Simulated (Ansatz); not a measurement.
Caution, from a PySCF single point (B3LYP-D3(BJ)/def2-TZVPD) at this geometry: the highest occupied level lies above zero, so the state may not be bound. This singlet lies 0.68 eV below the relaxed triplet at the level frozen-core CCSD(T)/aug-cc-pVDZ // B3LYP-D3(BJ)/def2-TZVPD (Ansatz, an electronic-structure program).

A geometry relaxed with B3LYP-D3(BJ)/def2-TZVPD (Ansatz), charge -1, multiplicity 1:

```xyz
8

H     -0.7022    -0.7162    -0.8851
C     -1.0777    -0.0184    -0.0952
H      2.2301     0.3782     0.8582
H      1.5154    -0.5487    -0.3737
N      1.3745     0.1107     0.4108
H     -1.8038    -0.5627     0.5176
H     -1.6381     0.7812    -0.5911
B      0.1017     0.5758     0.7983
```

Q: Write the SMILES of this molecule.

A: `C[B-]N`
